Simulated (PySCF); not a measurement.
PySCF input for Sn(H)(Cl)2(Me) (CH₄Cl₂Sn), SMILES [CH3][SnH]([Cl])[Cl], TDDFT-PBE/def2-SVPD. Geometry: r2SCAN-D4/def2-SVP. The structure was generated by enumeration; whether it is a known compound was not checked. The def2 effective core potentials stand for the cores of Sn; spin–orbit coupling is left out.

```python
import numpy as np
from pyscf import gto, scf, dft, tdscf

mol = gto.M(
    atom='''
    Sn   -0.33655033   -0.26622841    0.00000000
    C     0.78432924   -2.08346911    0.00000001
    Cl    0.33032328    0.97823182    1.88753155
    Cl    0.33032328    0.97823181   -1.88753156
    H    -2.04471193   -0.29501925    0.00000001
    H     0.54168984   -2.66406351    0.90099833
    H     0.54168984   -2.66406351   -0.90099830
    H     1.85188184   -1.82450031    0.00000001
    ''',
    basis='def2-SVPD',
    ecp={'Sn': 'def2-svp'},
    charge=0,
    spin=0,
    symmetry=True,
    max_memory=1600,
    verbose=4,
)
mf = dft.RKS(mol, xc='pbe').density_fit(auxbasis='def2-universal-jkfit')
mf.grids.level = 3
mf.conv_tol = 1e-9
mf.max_cycle = 100
mf.kernel()
mf.grids = dft.Grids(mol).set(level=1).build(with_non0tab=True)  # coarser grid for the response kernel
td = tdscf.TDDFT(mf)
td.singlet = True
td.nstates = 10
td.conv_tol = 1e-4
td.positive_eig_threshold = 1e-6
td.kernel(x0=td.get_init_guess(mf, 15))
td.analyze()
tt = tdscf.TDA(mf)
tt.singlet = False
tt.nstates = 4
tt.conv_tol = 1e-4
tt.positive_eig_threshold = 1e-6
tt.kernel(x0=tt.get_init_guess(mf, 9))
tt.analyze(verbose=3)
```

Output:

```
PySCF version 2.14.0

[INPUT] verbose = 4
[INPUT] num. atoms = 8
[INPUT] num. electrons = 66
[INPUT] charge = 0
[INPUT] spin (= nelec alpha-beta = 2S) = 0
[INPUT] symmetry True subgroup None
[INPUT] Mole.unit = angstrom
[INPUT] Symbol           X                Y                Z      unit          X                Y                Z       unit  Magmom
[INPUT]  1 Sn    -0.336550330000  -0.266228410000   0.000000000000 AA   -0.635987950832  -0.503098781478   0.000000000000 Bohr   0.0
[INPUT]  2 C      0.784329240000  -2.083469110000   0.000000010000 AA    1.482167455088  -3.937186006891   0.000000018897 Bohr   0.0
[INPUT]  3 Cl     0.330323280000   0.978231820000   1.887531550000 AA    0.624220531768   1.848590226135   3.566917680976 Bohr   0.0
[INPUT]  4 Cl     0.330323280000   0.978231810000  -1.887531560000 AA    0.624220531768   1.848590207238  -3.566917699873 Bohr   0.0
[INPUT]  5 H     -2.044711930000  -0.295019250000   0.000000010000 AA   -3.863945551331  -0.557505583975   0.000000018897 Bohr   0.0
[INPUT]  6 H      0.541689840000  -2.664063510000   0.900998330000 AA    1.023645442059  -5.034350412347   1.702640082390 Bohr   0.0
[INPUT]  7 H      0.541689840000  -2.664063510000  -0.900998300000 AA    1.023645442059  -5.034350412347  -1.702640025699 Bohr   0.0
[INPUT]  8 H      1.851881840000  -1.824500310000   0.000000010000 AA    3.499549492656  -3.447805900084   0.000000018897 Bohr   0.0

nuclear repulsion = 320.595317184321
point group symmetry = Cs
symmetry origin: [ 1.00517348e-09 -6.03104030e-10 -1.20620810e-09]
symmetry axis x: [ 1.00000000e+00  2.81883527e-09 -5.15011535e-11]
symmetry axis y: [ 2.81883527e-09 -1.00000000e+00 -1.66293757e-09]
symmetry axis z: [ 5.15011582e-11 -1.66293758e-09  1.00000000e+00]
num. orbitals of irrep A' = 83
num. orbitals of irrep A" = 55
number of shells = 58
number of NR pGTOs = 227
number of NR cGTOs = 138
basis = def2-SVPD
ecp = {'Sn': 'def2-svp'}


[settings echo left out]
init E= -1151.46621039669
HOMO (A") = -0.664555120282719  LUMO (A') = -0.587849447093866  gap/eV = 2.08727
cycle= 1 E= -1171.91977967015  delta_E= -20.5  |g|= 3.35  |ddm|= 11.1
HOMO (A') = 0.085651125511025  LUMO (A") = 0.0872435705368395  gap/eV = 0.04333
cycle= 2 E= -1119.79308263733  delta_E= 52.1  |g|= 9.06  |ddm|= 72.3
HOMO (A') = -0.441195337174  LUMO (A') = -0.307176228886313  gap/eV = 3.64685
cycle= 3 E= -1174.10857330758  delta_E= -54.3  |g|= 1.34  |ddm|=   72
HOMO (A") = -0.212006666372168  LUMO (A') = -0.106480492345399  gap/eV = 2.87151
cycle= 4 E= -1174.10079804982  delta_E= 0.00778  |g|=  1.2  |ddm|= 3.81
HOMO (A') = -0.281245731898308  LUMO (A') = -0.1068466438551  gap/eV = 4.74564
cycle= 5 E= -1174.52267051419  delta_E= -0.422  |g|= 0.298  |ddm|= 1.73
HOMO (A') = -0.282861389644182  LUMO (A') = -0.0964430544311625  gap/eV = 5.07270
cycle= 6 E= -1174.538374881  delta_E= -0.0157  |g|= 0.195  |ddm|= 0.591
HOMO (A') = -0.270760797241122  LUMO (A') = -0.0884381737175864  gap/eV = 4.96125
cycle= 7 E= -1174.54848708912  delta_E= -0.0101  |g|= 0.0299  |ddm|= 0.237
HOMO (A') = -0.272397287743859  LUMO (A') = -0.0886608950765009  gap/eV = 4.99972
cycle= 8 E= -1174.54883513637  delta_E= -0.000348  |g|= 0.00865  |ddm|= 0.0672
HOMO (A') = -0.271888936504888  LUMO (A') = -0.0882681660491755  gap/eV = 4.99658
cycle= 9 E= -1174.5488619294  delta_E= -2.68e-05  |g|= 0.00184  |ddm|= 0.0131
HOMO (A') = -0.27193668956411  LUMO (A') = -0.0883112368941852  gap/eV = 4.99670
cycle= 10 E= -1174.54886302382  delta_E= -1.09e-06  |g|= 0.000305  |ddm|= 0.00288
HOMO (A') = -0.271936282651595  LUMO (A') = -0.0883033561964481  gap/eV = 4.99691
cycle= 11 E= -1174.54886305926  delta_E= -3.54e-08  |g|= 5.85e-05  |ddm|= 0.000573
HOMO (A') = -0.271936872306695  LUMO (A') = -0.0883040237091279  gap/eV = 4.99690
cycle= 12 E= -1174.54886306033  delta_E= -1.07e-09  |g|= 1.11e-05  |ddm|= 9.89e-05
HOMO (A') = -0.271937275258079  LUMO (A') = -0.0883048599041274  gap/eV = 4.99689
cycle= 13 E= -1174.54886306038  delta_E= -4.87e-11  |g|= 2.46e-06  |ddm|= 2.24e-05
HOMO (A') = -0.27193674485353  LUMO (A') = -0.0883042688696634  gap/eV = 4.99689
Extra cycle  E= -1174.54886306038  delta_E= -9.09e-13  |g|= 2.66e-06  |ddm|= 7.33e-06
converged SCF energy = -1174.54886306038
tot grids = 35728
Overwritten attributes  positive_eig_threshold  of <class 'pyscf.tdscf.rks.CasidaTDDFT'>


******** <class 'pyscf.tdscf.rks.CasidaTDDFT'> for <class 'pyscf.df.df_jk.DFSymAdaptedRKS'> ********
nstates = 10 singlet
deg_eia_thresh = 1.000e-03
wfnsym = None
conv_tol = 0.0001
eigh lindep = 1e-12
eigh level_shift = 0
eigh max_cycle = 100


Excitation energies (eV)
[5.28501614 5.40022712 5.4192804  5.56201965 6.16049808 6.36853161
 6.44734006 6.52117859 6.58678933 6.68290973]

** Singlet excitation energies and oscillator strengths **
Excited State   1:   A'      5.28502 eV    234.60 nm  f=0.0416
      33 -> 34       -0.69120
Excited State   2:   A"      5.40023 eV    229.59 nm  f=0.0243
      31 -> 34       -0.27821
      32 -> 34       -0.64064
Excited State   3:   A"      5.41928 eV    228.78 nm  f=0.0047
      31 -> 34       -0.64608
      32 -> 34        0.27529
Excited State   4:   A'      5.56202 eV    222.91 nm  f=0.0202
      30 -> 34       -0.69794
Excited State   5:   A"      6.16050 eV    201.26 nm  f=0.0000
      33 -> 35        0.70324
Excited State   6:   A'      6.36853 eV    194.68 nm  f=0.0106
      32 -> 35        0.69339
Excited State   7:   A'      6.44734 eV    192.30 nm  f=0.0082
      29 -> 34        0.14595
      31 -> 35        0.63528
      33 -> 36       -0.25711
Excited State   8:   A'      6.52118 eV    190.13 nm  f=0.0166
      29 -> 34        0.28446
      31 -> 35       -0.29747
      33 -> 36       -0.56485
Excited State   9:   A"      6.58679 eV    188.23 nm  f=0.0016
      27 -> 34       -0.17457
      30 -> 35       -0.61932
      32 -> 36       -0.28392
Excited State  10:   A"      6.68291 eV    185.52 nm  f=0.0009
      27 -> 34       -0.21430
      30 -> 35       -0.19854
      31 -> 36       -0.20058
      32 -> 36        0.60894

** Transition electric dipole moments (AU) **
state          X           Y           Z        Dip. S.      Osc.
  1        -0.4534      0.3399     -0.0000      0.3211      0.0416
  2        -0.0000     -0.0000     -0.4285      0.1836      0.0243
  3         0.0000     -0.0000      0.1887      0.0356      0.0047
  4        -0.1771     -0.3421      0.0000      0.1484      0.0202
  5        -0.0000      0.0000      0.0106      0.0001      0.0000
  6        -0.1394     -0.2207     -0.0000      0.0682      0.0106
  7         0.2247     -0.0383      0.0000      0.0519      0.0082
  8        -0.2382      0.2164     -0.0000      0.1036      0.0166
  9         0.0000     -0.0000     -0.0991      0.0098      0.0016
 10        -0.0000      0.0000     -0.0739      0.0055      0.0009

WARN: ECP detected. Skipping calculation of transition velocity and magnetic dipole moments, which have not yet been implemented.

Overwritten attributes  positive_eig_threshold  of <class 'pyscf.tdscf.rks.TDA'>


******** <class 'pyscf.tdscf.rks.TDA'> for <class 'pyscf.df.df_jk.DFSymAdaptedRKS'> ********
nstates = 4 triplet
deg_eia_thresh = 1.000e-03
wfnsym = None
conv_tol = 0.0001
eigh lindep = 1e-12
eigh level_shift = 0
eigh max_cycle = 100


Excitation energies (eV)
[4.74879542 4.99658311 5.14392595 5.20283966]

** Triplet excitation energies and oscillator strengths **
Excited State   1:   A'      4.74880 eV    261.09 nm  f=0.0000
Excited State   2:   A"      4.99658 eV    248.14 nm  f=0.0000
Excited State   3:   A"      5.14393 eV    241.03 nm  f=0.0000
Excited State   4:   A'      5.20284 eV    238.30 nm  f=0.0000
```

The run converged.

Cost: very roughly 60 core-seconds.
